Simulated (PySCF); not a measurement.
Mg(OMe)(SiMe3), C4H12MgOSi, SMILES C[Si](C)([Mg][O]C)C, singlet (GFN2-xTB optimised geometry):

```
19

Mg     0.398    -0.207     0.000
O      2.097    -0.207     0.000
C      3.480    -0.200     0.000
H      3.867     0.190     0.952
H      3.873    -1.217    -0.140
H      3.865     0.432    -0.812
Si    -2.035    -0.100     0.000
C     -2.604     1.636     0.571
C     -2.787    -1.402     1.186
C     -2.727    -0.415    -1.757
H     -3.689     1.723     0.577
H     -2.251     1.852     1.577
H     -2.215     2.410    -0.086
H     -2.434    -1.255     2.204
H     -2.513    -2.410     0.885
H     -3.873    -1.347     1.203
H     -2.452    -1.404    -2.115
H     -2.338     0.312    -2.467
H     -3.813    -0.348    -1.778
```

Calculation: B3LYP/def2-SVP (PySCF).

### Question
What are the frontier orbital energies and the dipole moment?

### Answer
HOMO-2 -6.74 eV, HOMO-1 -6.74 eV, HOMO -6.22 eV, LUMO -0.52 eV, LUMO+1 -0.35 eV; dipole moment 0.47 D.

On the same geometry PBE/def2-SVP (PySCF) gives HOMO-2 -5.46 eV, HOMO-1 -5.45 eV, HOMO -5.39 eV, LUMO -0.95 eV, LUMO+1 -0.84 eV; dipole moment 0.63 D.

Meta-Löwdin charges at B3LYP/def2-SVP: Mg1 1.17, O2 -0.94, C3 -0.04, H4 0.08, H5 0.08, H6 0.08, Si7 0.25, C8 -0.52, C9 -0.52, C10 -0.52, H11 0.10, H12 0.10, H13 0.10, H14 0.10, H15 0.10, H16 0.10, H17 0.10, H18 0.10, H19 0.10.
